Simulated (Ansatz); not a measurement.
`O[SiH2][O][ZnH]` + `COBCS` → `CO[BH][ZnH]` + `O[SiH2]OCS`  (redistribution)

Calculated with Ansatz (gas phase, PBE0-D4/def2-TZVP geometries, no zero-point term in ΔE). CCSD(T)/CBS is the MP2 limit (def2-TZVPP, def2-QZVPP) plus CCSD(T) − MP2 in def2-TZVPP, frozen cores. DFT in def2-TZVPP. B3LYP here is the variant with VWN-RPA as its local correlation; programs differ in this. For Zn outer-core shells are correlated without core-valence functions, which leaves a few kJ/mol of doubt a bond. Scalar relativity is left out up to krypton. Each species was taken in one conformer, which may not be the lowest.

(1) Is it downhill or uphill in electronic energy at CCSD(T)/CBS, and by how much? (An estimate is asked.)

(2) What do these levels give: B2PLYP, B3LYP, MP2/def2-TZVPP, SCS-MP2/def2-TZVPP, CCSD(T)/def2-TZVPP, CCSD/CBS(def2)? (Best estimate.)

Largest T1 diagnostic among the species: 0.016.

## Answers

(1) The calculation gave: Uphill: ΔE = +200.2 kJ/mol.

(2) Computed: B2PLYP 196.6, B3LYP 187.3, MP2/def2-TZVPP 207.5, SCS-MP2/def2-TZVPP 204.8, CCSD(T)/def2-TZVPP 197.7, CCSD/CBS(def2) 203.4 kJ/mol.

From PBE to PBE0 (25 % exact exchange), in def2-TZVPP and without D4, ΔE moves by +9.8 kJ/mol.
